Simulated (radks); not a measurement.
Results of a calculation; reference values are marked as such.
Spherical jellium clusters: N electrons in a uniform positive sphere of charge N and radius rs N^(1/3), rs = 2.85 bohr. Level of theory: non-relativistic Kohn-Sham, LDA (Slater exchange, Perdew-Wang correlation), spin-polarised, spherical densities (a radial shooting solver with Libxc functionals). Levels are named by radial order and angular momentum (1s, 1p, 1d, 2s, ...), and open shells are averaged over m.

N = 7, configuration 1s2 1p(up 3, down 2). This is the lowest configuration that the search found. Occupied and some empty levels:

level    occupation  eigenvalue (eV)  <r> (bohr)
1s up             1          -6.5848       3.730
1s down           1          -6.3094       3.738
1p up             3          -4.0677       4.786
1p down           2          -3.8072       4.841
1d up             0          -1.4140       6.118
2s up             0          -1.2911       6.903
1d down           0          -1.2225       6.274
2s down           0          -1.1808       7.093

Energy (eV): total -9.71681, kinetic 20.556, external -278.71, Hartree 133.23, exchange-correlation -31.539, background 146.74.
